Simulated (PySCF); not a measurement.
stibine (H3Sb), SMILES [SbH3].

The structure is a stationary point at B3LYP-D3(BJ)/def2-TZVPD. The def2 effective core potentials stand for the cores of Sb; spin–orbit coupling is left out.

All values below come from PBE/def2-TZVPD (PySCF).

Symmetry labels are those of the subgroup Cs that the program uses (full group C3v).

Computed valence orbital energies around the gap with their symmetry:
```csv
orbital,symmetry,energy (eV)
HOMO−7,A",-32.81
HOMO−6,A",-32.70
HOMO−5,A',-32.70
HOMO−4,A',-32.63
HOMO−3,A',-14.42
HOMO−2,A",-8.34
HOMO−1,A',-8.34
HOMO,A',-6.52
LUMO,A',-0.99
LUMO+1,A",-0.99
LUMO+2,A',-0.65
LUMO+3,A',1.38
```
